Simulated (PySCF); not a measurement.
C$_{4}$H$_{10}$O, charge -1, doublet, at the geometry of the source list (a state made from the parent by changing its charge; the spin is typed, not shown lowest) (in this run its highest filled SCF level lies above zero, so its values depend strongly on the basis, on diffuse functions most of all); MP2/pc-1 in PySCF.

Input for PySCF:
```python
from pyscf import gto, scf, mp

mol = gto.M(
    atom='''
C    -2.19060000   -0.09530000    0.21800000
C    -0.85850000   -0.04340000   -0.51960000
C     0.31850000    0.01870000    0.44880000
C     1.65600000    0.07090000   -0.28060000
O     2.69010000    0.12660000    0.68120000
H    -2.23690000   -0.97320000    0.85780000
H    -3.01690000   -0.13920000   -0.48710000
H    -2.31530000    0.78760000    0.84010000
H    -0.83720000    0.83350000   -1.17070000
H    -0.75880000   -0.92780000   -1.15310000
H     0.23690000    0.90320000    1.08190000
H     0.31520000   -0.85680000    1.09950000
H     1.69000000    0.95740000   -0.93150000
H     1.76920000   -0.82190000   -0.91370000
H     3.53840000    0.15980000    0.22900000
''',
    basis='pc-1',
    charge=-1,
    spin=1,
    verbose=5,
)

mf = scf.UHF(mol)
mf.kernel()

pt = mp.MP2(mf, frozen=5)
pt.kernel()
print('E(MP2) = %.10f' % pt.e_tot)
mf.analyze()
```

It wrote (shortened):

```
PySCF version 2.14.0

[INPUT] verbose = 5
[INPUT] max_memory = 4000
[INPUT] num. atoms = 15
[INPUT] num. electrons = 43
[INPUT] charge = -1
[INPUT] spin (= nelec alpha-beta = 2S) = 1
[INPUT] symmetry False subgroup None
[INPUT] Mole.unit = angstrom
[INPUT] Symbol           X                Y                Z      unit          X                Y                Z       unit  Magmom
[...]
[INPUT] ---------------- BASIS SET ----------------
[INPUT] l, kappa, [nprim/nctr], expnt,             c_1 c_2 ...
[INPUT] C
[...]
                                188.57            0.041496 -0.0002744    0
                                42.839            0.18263 -0.0025583    0
                                11.818            0.46129 -0.033375    0
                                3.5567            0.44931 -0.087305    0
                                0.54258              0 0.53415    0
                                0.16058              0    0    1
[...]
                                1.9298            0.23108    0
                                0.52522           0.51227    0
                                0.13608              0    1
[...]
[INPUT] O
[...]
                                347.15            0.040248 -0.00031692    0
                                78.89             0.17921 -0.0025944    0
                                21.876            0.45978 -0.036241    0
                                6.6646            0.45234 -0.08779    0
                                1.0669               0 0.5332    0
                                0.307                0    0    1
[...]
                                3.6838            0.24962    0
                                0.99234           0.51347    0
                                0.24487              0    1
[...]
[INPUT] H
[...]
                                1.8687            0.15564    0
                                0.41821           0.48898    0
                                0.1061               0    1
[...]
nuclear repulsion = 185.57362546393
number of shells = 35
number of NR pGTOs = 190
number of NR cGTOs = 120
basis = pc-1
ecp = {}

******** <class 'pyscf.scf.uhf.UHF'> ********
method = UHF
initial guess = minao
damping factor = 0
level_shift factor = 0
DIIS = <class 'pyscf.scf.diis.CDIIS'>
diis_start_cycle = 1
diis_space = 8
diis_damp = 0
SCF conv_tol = 1e-09
SCF conv_tol_grad = None
SCF max_cycles = 50
direct_scf = True
direct_scf_tol = 1e-13
number electrons alpha = 22  beta = 21
Set gradient conv threshold to 3.16228e-05
E1 = -679.0692764882341  E2 = 260.7092997673206  Ecoul = 293.4339921624301  Exc = -32.724692395109514
init E= -232.786351256984
cond(S) = 1597.8471626784658

  alpha mo_energy =
[-20.73625829 -11.30635134 -11.30197022 -11.29864277 -11.29716654
  -1.72212453  -1.51234432  -1.24966751  -0.99704498  -0.89875599
  -0.71649053  -0.64914251  -0.56713029  -0.56218615  -0.51110907
  -0.446894    -0.43198717  -0.37296834  -0.36482516  -0.34207035
  -0.33324147   0.10179195   0.11262321   0.13879025   0.15324552
   0.15987307   0.2076625    0.2171155    0.21948839   0.22971071
   0.2415695    0.24732945   0.31076656   0.31708704   0.34515586
   0.4971823    0.53254214   0.55861176   0.56227375   0.57330757
   0.65464044   0.65962193   0.71877609   0.73846435   0.77430821
   0.77712866   0.78743766   0.79411078   0.80955469   0.81921063
   0.82755392   0.82880739   0.83798442   0.84168534   0.87987133
   0.89356561   0.97804287   1.0557938    1.10780689   1.16783069
   1.27300298   1.46762619   1.46800123   1.48353163   1.54370734
   1.65000744   1.69958548   1.7170748    1.80234297   1.81413329
   1.81805187   1.9022326    1.94780484   1.98921657   2.03984186
   2.05818414   2.10108006   2.13967366   2.14451553   2.16367297
   2.18235989   2.20109643   2.2113889    2.21927651   2.23997106
   2.30076568   2.31272694   2.33844579   2.37130858   2.38030397
   2.42805847   2.4897126    2.49802658   2.57105702   2.68622237
[...]
converged SCF energy = -231.936252519128  <S^2> = 0.75156261  2S+1 = 2.001562
E(UMP2) = -232.720715038092  E_corr = -0.784462518964099
E(SCS-UMP2) = -232.715171532602  E_corr = -0.778919013474297
E(MP2) = -232.7207150381
Total Energy =                        -231.936252519127834
[...]
spin_pop of  4 O 2py       0.00091
spin_pop of  4 O 2pz       0.02174
spin_pop of  4 O 3px       0.00539
spin_pop of  4 O 3py      -0.00027
spin_pop of  4 O 3pz       0.00254
spin_pop of  4 O 3dxy      0.00000
spin_pop of  4 O 3dyz      0.00004
spin_pop of  4 O 3dz^2     0.00010
spin_pop of  4 O 3dxz      0.00114
spin_pop of  4 O 3dx2-y2    0.00219
spin_pop of  5 H 1s        0.00034
spin_pop of  5 H 2s        0.00040
spin_pop of  5 H 2px       0.00000
spin_pop of  5 H 2py      -0.00000
spin_pop of  5 H 2pz       0.00000
spin_pop of  6 H 1s       -0.00011
spin_pop of  6 H 2s        0.00005
spin_pop of  6 H 2px       0.00001
spin_pop of  6 H 2py       0.00000
spin_pop of  6 H 2pz       0.00000
spin_pop of  7 H 1s        0.00034
spin_pop of  7 H 2s        0.00040
spin_pop of  7 H 2px       0.00000
spin_pop of  7 H 2py       0.00000
spin_pop of  7 H 2pz       0.00000
spin_pop of  8 H 1s       -0.00034
spin_pop of  8 H 2s        0.00020
spin_pop of  8 H 2px       0.00000
spin_pop of  8 H 2py       0.00001
spin_pop of  8 H 2pz       0.00004
spin_pop of  9 H 1s       -0.00034
spin_pop of  9 H 2s        0.00020
spin_pop of  9 H 2px       0.00000
spin_pop of  9 H 2py       0.00000
spin_pop of  9 H 2pz       0.00004
spin_pop of  10 H 1s       -0.00015
spin_pop of  10 H 2s        0.00054
spin_pop of  10 H 2px       0.00007
spin_pop of  10 H 2py       0.00002
spin_pop of  10 H 2pz       0.00002
spin_pop of  11 H 1s       -0.00015
spin_pop of  11 H 2s        0.00054
spin_pop of  11 H 2px       0.00007
spin_pop of  11 H 2py       0.00002
spin_pop of  11 H 2pz       0.00002
spin_pop of  12 H 1s        0.02156
spin_pop of  12 H 2s        0.04354
spin_pop of  12 H 2px       0.00002
spin_pop of  12 H 2py       0.00002
spin_pop of  12 H 2pz      -0.00001
spin_pop of  13 H 1s        0.02156
spin_pop of  13 H 2s        0.04355
spin_pop of  13 H 2px       0.00002
spin_pop of  13 H 2py       0.00001
spin_pop of  13 H 2pz      -0.00001
spin_pop of  14 H 1s        0.33696
spin_pop of  14 H 2s        0.29506
spin_pop of  14 H 2px      -0.00027
spin_pop of  14 H 2py       0.00003
spin_pop of  14 H 2pz      -0.00001
 ** Mulliken Spin Density (per atom)  **
spin density of  0 C =      0.00061
spin density of  1 C =      0.00981
spin density of  2 C =     -0.00224
spin density of  3 C =      0.08554
spin density of  4 O =      0.14198
spin density of  5 H =      0.00075
spin density of  6 H =     -0.00004
spin density of  7 H =      0.00075
spin density of  8 H =     -0.00008
spin density of  9 H =     -0.00008
spin density of  10 H =      0.00050
spin density of  11 H =      0.00050
spin density of  12 H =      0.06513
spin density of  13 H =      0.06513
spin density of  14 H =      0.63177
 ** Mulliken pop alpha/beta on meta-lowdin orthogonal AOs **
 ** Mulliken pop       alpha | beta **
In total            22.00000 | 21.00000
 ** Mulliken atomic charges   ( Nelec_alpha | Nelec_beta ) **
charge of  0C =     -0.23543  (     3.11802      3.11741 )
charge of  1C =     -0.12130  (     3.06556      3.05574 )
charge of  2C =     -0.12407  (     3.06092      3.06316 )
charge of  3C =      0.08931  (     2.99811      2.91258 )
charge of  4O =     -0.69943  (     4.42070      4.27872 )
charge of  5H =      0.06653  (     0.46711      0.46636 )
charge of  6H =      0.05733  (     0.47131      0.47136 )
charge of  7H =      0.06655  (     0.46710      0.46635 )
charge of  8H =      0.05564  (     0.47214      0.47222 )
charge of  9H =      0.05563  (     0.47214      0.47223 )
charge of  10H =      0.05588  (     0.47231      0.47181 )
charge of  11H =      0.05586  (     0.47232      0.47182 )
charge of  12H =     -0.03282  (     0.54898      0.48385 )
charge of  13H =     -0.03283  (     0.54898      0.48385 )
charge of  14H =     -0.25685  (     0.94431      0.31254 )

WARN: System has nonzero charge -1; the dipole moment is origin-dependent.
Location of origin: [0. 0. 0.]

Dipole moment(X, Y, Z, Debye): -13.97414, -0.63569, -1.36988
```
